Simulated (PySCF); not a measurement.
## Löwdin shares of the frontier orbitals

C3H10P2Si2.
SMILES with atom numbers: `[CH2:1]1[CH2:2][CH:3]1[SiH:4]1[PH:5][SiH2:6][PH:7]1` (hydrogens: H8, H9 on C1; H10, H11 on C2; H12 on C3; H13 on Si4; H14 on P5; H15, H16 on Si6; H17 on P7)

Cartesian coordinates in Å at the GFN2-xTB level; atoms count from 1:
```
atom  x, y, z in Å
C1    -2.2431    0.2720    1.2088
C2    -2.5687   -0.4254   -0.0663
C3    -1.1889   -0.5406    0.5124
Si4    0.2122    0.3936   -0.3254
P5     1.7881   -0.8804   -1.3510
Si6    3.1772    0.3243   -0.0355
P7     1.6036    1.4971    1.0924
H8    -2.6612   -0.1100    2.1283
H9    -2.1430    1.3465    1.1926
H10   -3.2114   -1.2924   -0.0285
H11   -2.6973    0.1690   -0.9571
H12   -0.9438   -1.4940    0.9662
H13   -0.2779    1.3713   -1.3062
H14    1.6840   -1.9417   -0.4718
H15    3.9563    1.2398   -0.8643
H16    4.0270   -0.4945    0.8262
H17    1.4800    0.5772    2.1186
```

Level of theory: TDDFT PBE0/def2-SVPD, vertical, gas phase, core orbitals frozen in the response (PySCF).

Frontier orbitals with the atoms that hold most of them (Löwdin shares over 4%, at most four atoms; ? is withheld):

```json
{"orbital": "LUMO+2", "ε (eV)": "-0.39", "atoms": "Si6 23%, P5 21%, P7 19%, Si4 13%"}
{"orbital": "LUMO+1", "ε (eV)": "-0.41", "atoms": "Si6 24%, Si4 16%, P5 15%, P7 14%"}
{"orbital": "LUMO", "ε (eV)": "-0.58", "atoms": "?"}
{"orbital": "HOMO", "ε (eV)": "-6.31", "atoms": "P7 39%, P5 38%, Si4 7%, Si6 6%"}
{"orbital": "HOMO-1", "ε (eV)": "-7.70", "atoms": "?"}
{"orbital": "HOMO-2", "ε (eV)": "-8.12", "atoms": "P7 28%, P5 22%, Si6 11%, Si4 10%"}
{"orbital": "HOMO-3", "ε (eV)": "-8.34", "atoms": "P5 23%, P7 16%, Si6 14%, C3 12%"}
```

**Question.** Which atoms hold the LUMO, and with what shares?

**Answer.** Si6 (bonded to 2 P and 2 H) 19%; Si4 (bonded to C, 2 P and H) 17%; P7 (bonded to 2 Si and H) 15%; P5 (bonded to 2 Si and H) 15%. By element: silicon 36%, phosphorus 30%.

**Question.** Which atoms hold the HOMO-1, and with what shares?

**Answer.** P7 (bonded to 2 Si and H) 17%; Si4 (bonded to C, 2 P and H) 16%; P5 (bonded to 2 Si and H) 15%; Si6 (bonded to 2 P and 2 H) 14%. By element: phosphorus 32%, silicon 30%.

**Question.** The HOMO–LUMO gap is 5.73 eV. Where does the response calculation put the lowest singlet, and from which orbitals?

**Answer.** S1 is at 4.47 eV (f = 0.0027), 1.26 eV below the gap, made of HOMO→LUMO (98%). Without the coupling terms of the response equations the lowest excitation would equal the gap.

**Question.** One configuration dominates each of S1 and S5. Which, and how do the shares of the two leading atoms of either orbital change from the occupied to the empty one?

**Answer.** 
- S1 (4.47 eV, f 0.0027), HOMO→LUMO (98%): P7 39% → 15%, P5 38% → 15%, Si6 6% → 19%, Si4 7% → 17%
- S5 (5.93 eV, f 0.011), HOMO-1→LUMO (92%): P7 17% → 15%, Si4 16% → 17%, Si6 14% → 19%

Löwdin shares depend on the basis, the more so with diffuse functions.

One conformer stands for the species.
